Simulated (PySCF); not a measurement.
BeO, SMILES [Be]=[O].

Geometry optimised at B3LYP-D3(BJ)/def2-TZVPD.

Calculation: PySCF 2.14.0 with TDA-M06-2X/def2-TZVPD.

Vertical excitations; the highest root listed may be one member of a degenerate set. Isolated molecule, no solvent. State labels are in the subgroup C2v.

Q: Estimate the UV-visible absorptions. (An estimate is asked for; the answer gives what the named calculation found.)

A: 
| state | symmetry | energy (eV) | λ (nm) | f | main pairs |
|---|---|---|---|---|---|
| S1 | B2 | 1.75 | 709 | 0.015 | HOMO→LUMO (degenerate set) |
| S2 | B1 | 1.75 | 709 | 0.015 | HOMO−1→LUMO (degenerate set) |
| S3 | A1 | 3.29 | 377 | 0.020 | HOMO−2→LUMO 93 % |
| S4 | A2 | 5.50 | 225 | 0.000 | HOMO→LUMO+1 35 %, HOMO−1→LUMO+2 35 %, HOMO→LUMO+5 11 %, HOMO−1→LUMO+6 11 % |
| S5 | A2 | 5.80 | 214 | 0.000 | HOMO−1→LUMO+2, HOMO→LUMO+1, HOMO−1→LUMO+6, HOMO→LUMO+5 (degenerate set) |
| S6 | A1 | 5.80 | 214 | 0.000 | HOMO→LUMO+2, HOMO−1→LUMO+1, HOMO→LUMO+6, HOMO−1→LUMO+5 (degenerate set) |
| S7 | B2 | 7.00 | 177 | 0.035 | HOMO−2→LUMO+2, HOMO−2→LUMO+6 (degenerate set) |
| S8 | B1 | 7.00 | 177 | 0.035 | HOMO−2→LUMO+1, HOMO−2→LUMO+5 (degenerate set) |
| S9 | B2 | 7.26 | 171 | 0.005 | HOMO→LUMO+3 (degenerate set) |
| S10 | B1 | 7.26 | 171 | 0.005 | HOMO−1→LUMO+3 (degenerate set) |
| T1 | B2 | 1.50 | 828 | 0 | HOMO→LUMO (degenerate set) |
| T2 | B1 | 1.50 | 828 | 0 | HOMO−1→LUMO (degenerate set) |
| T3 | A1 | 2.94 | 422 | 0 | HOMO−2→LUMO 93 % |
| T4 | A1 | 5.08 | 244 | 0 | HOMO→LUMO+2 30 %, HOMO−1→LUMO+1 30 %, HOMO→LUMO+6 14 %, HOMO−1→LUMO+5 14 % |
Triplets are in the Tamm–Dancoff approximation.
